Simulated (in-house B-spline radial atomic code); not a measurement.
# Ionising Ti V (Ti4+) with different functionals

Computed with a B-spline radial code for spherical atoms: non-relativistic Hamiltonian, point nucleus, spin-polarised at highest spin, spherical fractional occupations for the functionals, the average over the highest-spin determinants for Hartree-Fock. The ionisation energy is the difference of two self-consistent energies, [Ne] 3s2 3p6 → [Ne] 3s2 3p5, without Breit or QED terms; ε is the level of the shell that loses the electron (its least bound occupied spin orbital).

Hybrids are left out here: with spherical fractional occupations of an open shell their exact exchange keeps a self-interaction that integer-occupation calculations don't have.

```
           method          rung  ΔSCF (eV)  -ε(3p) (eV)
     Hartree-Fock  Hartree-Fock      98.24        99.34
         LDA VWN5           LDA      99.31        89.36
         LDA PW92           LDA      99.30        89.35
LDA exchange-only           LDA      97.37        87.51
              PBE           GGA      99.26        89.34
           PBEsol           GGA      99.16        89.23
             BLYP           GGA      99.10        89.18
             RPBE           GGA      99.25        89.33
             PW91           GGA      99.37        89.44
             BP86           GGA      99.36        89.42
             AM05           GGA      99.14        89.20
             OLYP           GGA      99.52        89.64
             TPSS      meta-GGA      99.50        89.63
             SCAN      meta-GGA     100.01        90.28
           r2SCAN      meta-GGA      99.96        90.25
            M06-L      meta-GGA     100.06        90.28
          revTPSS      meta-GGA      99.42        89.56
```

**Question.** How do they compare with the NIST value?

**Answer.** NIST lists 99.30 eV ± 0.012 (measured, ground level to ground level). Errors run from -1.93 to +0.76 eV; LDA PW92 is closest (+0.01 eV), though others lie within the uncertainty of it, and part of that can be cancellation, since the calculations leave out relativity, Breit-QED terms, multiplet and fine-structure energies. Hartree-Fock also lacks correlation.
